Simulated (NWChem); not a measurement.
Species: C$_{2}$H$_{3}$F$_{2}$NSi; SMILES FC(C#N)([SiH3])F

```xyz
9

N     -0.9971    -2.3609     0.0000
C     -0.3496    -1.3985     0.0000
C      0.3734    -0.1105     0.0000
F      1.1840    -0.0711    -1.1090
F      1.1840    -0.0711     1.1090
Si    -0.7813     1.4468     0.0000
H     -1.6139     1.3991    -1.2237
H      0.1222     2.6194     0.0000
H     -1.6139     1.3991     1.2237
```
Atoms are numbered in this order, from 1.

Results from NWChem. Pople sets run with spherical d functions. Geometry: optimised at B3LYP/6-31G* (spherical d). Atomic charges in e: unrestrained fits to the electrostatic potential beside Mulliken populations; buried atoms are poorly determined by the fit.

Question: What does the run give for Hartree-Fock/6-31G*? Quantities: ESP N1; Mulliken N1; ESP C2; Mulliken C2; ESP C3; Mulliken C3; ESP F4; Mulliken F4; ESP F5; Mulliken F5; relative RMS misfit of the potential (%).

Answer: 
```yaml
ESP N1: -0.40
Mulliken N1: -0.36
ESP C2: 0.27
Mulliken C2: 0.17
ESP C3: 0.52
Mulliken C3: 0.72
ESP F4: -0.26
Mulliken F4: -0.43
ESP F5: -0.26
Mulliken F5: -0.43
relative RMS misfit of the potential (%): 22
```
